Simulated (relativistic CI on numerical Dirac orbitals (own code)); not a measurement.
Radial parameters of Sn43+

These numbers are calculated, not measured: Dirac-Coulomb-Breit CI, separate exchange-only KLI orbitals for each configuration, model QED (radiative potential, 1s self-energy scaled to tabulated hydrogen-like ionisation energies), unscaled Slater integrals (own radial code, finite nucleus).

Slater integrals F^k, G^k are unscaled and averaged over j, outside the closed core 1s2; ζ comes from projecting the Hamiltonian with its Breit term on Σ l·s of the shell.

- 2s²2p³: F^2(2p,2p) = 914090, ζ(2p) = 1.3318e+06 cm⁻¹; <r>(2p) = 0.104, <r^2>(2p) = 0.0131 (bohr units).
- 2s2p⁴: F^2(2p,2p) = 912640, G^1(2s,2p) = 971240, ζ(2p) = 1.3259e+06 cm⁻¹; <r>(2s) = 0.1202, <r^2>(2s) = 0.017, <r>(2p) = 0.1041, <r^2>(2p) = 0.01314 (bohr units).
- 2p⁵: ζ(2p) = 1.3201e+06 cm⁻¹; <r>(2p) = 0.1043, <r^2>(2p) = 0.0132 (bohr units).

Averages of the first 10 configurations, taken without configuration mixing, which lowers the lowest level and can move excited configurations by several eV; other configurations of the list can lie among them:

```json
{"Configuration": "2s²2p³", "Parity": "odd", "States": "20", "Average energy above the lowest level (eV)": "247.2"}
{"Configuration": "2s2p⁴", "Parity": "even", "States": "30", "Average energy above the lowest level (eV)": "622.3"}
{"Configuration": "2p⁵", "Parity": "odd", "States": "6", "Average energy above the lowest level (eV)": "1036.9"}
{"Configuration": "2p⁴3s", "Parity": "even", "States": "30", "Average energy above the lowest level (eV)": "4949.5"}
{"Configuration": "2p⁴3p", "Parity": "odd", "States": "90", "Average energy above the lowest level (eV)": "5055.4"}
{"Configuration": "2p⁴3d", "Parity": "even", "States": "150", "Average energy above the lowest level (eV)": "5156.0"}
{"Configuration": "2s²2p²3s", "Parity": "even", "States": "30", "Average energy above the lowest level (eV)": "4211.3"}
{"Configuration": "2s²2p²3p", "Parity": "odd", "States": "90", "Average energy above the lowest level (eV)": "4323.5"}
{"Configuration": "2s²2p²3d", "Parity": "even", "States": "150", "Average energy above the lowest level (eV)": "4424.4"}
{"Configuration": "2s2p³3s", "Parity": "odd", "States": "80", "Average energy above the lowest level (eV)": "4560.5"}
```
